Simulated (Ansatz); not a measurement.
BHBr (SMILES [BH]Br): methods side by side

BHBr: 3 atoms, total charge 0, spin state doublet. SMILES: `[BH]Br`. The shape is that of a PBE0-D4/def2-TZVP optimisation.

```tsv
atom	x (Å)	y (Å)	z (Å)
B	-0.0945	-0.5230	-0.1157
Br	1.1810	0.5632	0.7098
H	-1.0974	-0.1050	-0.6073
```

Each level gives the electronic atomisation energy (eV). The values are calculated. Electronic energies at fixed atoms, without zero-point motion or spin-orbit coupling.

```
            level                    kind  program  value (eV)  less FCI/STO-3G
       UHF/STO-3G            Hartree–Fock   Ansatz        8.42            -0.23
  U-revPBE/STO-3G                     GGA   Ansatz       10.32            +1.67
      UPBE/STO-3G                     GGA   Ansatz       10.63            +1.98
 U-r2SCAN0/STO-3G         hybrid meta-GGA   Ansatz       10.34            +1.69
    UB3LYP/STO-3G           global hybrid   Ansatz       10.17            +1.52
 U-wB97M-V/STO-3G  range-separated hybrid   Ansatz       10.22            +1.57
UCAM-B3LYP/STO-3G  range-separated hybrid   Ansatz       10.19            +1.54
 UCCSDT(Q)/STO-3G   coupled cluster or CI   Ansatz        8.65             0.00
       FCI/STO-3G      exact in the basis   Ansatz        8.65             0.00
```

FCI/STO-3G is exact within its basis and frozen core, so for wave-function methods in that basis the difference is their error; functionals converge differently with the basis, so for them it is only a difference. All-electron rows without a relativistic Hamiltonian named are non-relativistic. The values span 8.42 to 10.63 eV. All rows use very small basis sets, so none should be taken for the real molecule's value. In the correlated wave-function rows the outer d shell of Br is correlated, in sets not made for it.
